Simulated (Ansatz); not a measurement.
Here is a job for Ansatz (a program for electronic structure).
Ansatz 0.2 input:
```yaml
crystal:
  periodic: [false, false, false]
  atoms:
    - {symbol: Sb, position_ang: [-0.00413985, -0.01064399, 0.88516115]}
    - {symbol: Br, position_ang: [0.53481106, -2.11563932, -0.45294609]}
    - {symbol: Br, position_ang: [1.57237210, 1.52686154, -0.40429270]}
    - {symbol: Br, position_ang: [-2.10115080, 0.60428760, -0.43256745]}
basis:
  gaussian:
    orbitals: def2-TZVP
hamiltonian:
  xc: b3lyp
```

### Question
Estimate the total energy that B3LYP/def2-TZVP run with Ansatz returns for this input.

### Answer
-7963.021208 Ha

### Question
Give the number of basis functions at the level B3LYP/def2-TZVP.

### Answer
194
